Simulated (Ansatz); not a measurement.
`SBCl` + CH₃NH₂ → `NCBCl` + H₂S at 400 K and 1 bar (formal exchange of groups at a B–S bond).

Calculated with Ansatz (gas phase, PBE0-D4/def2-TZVP geometries, no zero-point term in ΔE). CCSD(T)/CBS adds triple-zeta CCSD(T) − MP2 to the extrapolated MP2 energy (def2 sets, frozen cores). This one scheme is used for every species. One conformer a species, not always the lowest.

```csv
species,CCSD(T)/CBS energy (Eh),H − E (kJ/mol),S (J/(mol·K))
`SBCl`,-883.61129,81.6,297.8
CH₃NH₂,-95.75281,185.4,256.0
`NCBCl`,-580.36274,204.4,332.9
H₂S,-398.97279,53.4,215.9
```

H − E and S are ideal-gas, rigid-rotor, harmonic terms from PBE0-D4/def2-TZVP, for one conformer and one mirror image of each species. 1 Eh = 2625.50 kJ/mol, R = 8.31446 J/(mol·K).

Q: By hand: ΔE, ΔH, ΔS and ΔG.

A: ΔE = (-580.36274) + (-398.97279) − (-883.61129) − (-95.75281) = 0.02857 Eh = 75.0 kJ/mol. Δ(H − E) = 204.4 + 53.4 − 81.6 − 185.4 = -9.2, so ΔH = 65.8 kJ/mol. ΔS = 332.9 + 215.9 − 297.8 − 256.0 = -5.0 J/(mol·K). ΔG = 65.8 − 400 × (-5.0)/1000 = 67.8 kJ/mol.

Q: By hand: the equilibrium constant, and the temperature at which ΔG would vanish if ΔH and ΔS stayed fixed.

A: log₁₀ K = −ΔG/(RT ln 10) = -8.9. ΔH and −TΔS have one sign here, so there is no such temperature. One of them is within its doubt of zero, so this could turn.

The number of gas molecules stays the same, so ΔS is small and ΔH decides. A doubt of 5 kJ/mol in ΔE shifts log₁₀ K by 0.7 here. Other conformers and mirror images would add mixing entropy, several J/(mol·K) or more a flexible species. These are equilibria of isolated gas molecules and say nothing of rates. Largest T1 diagnostic: 0.013 (customary marks: 0.02 for closed shells, 0.045 for open ones).
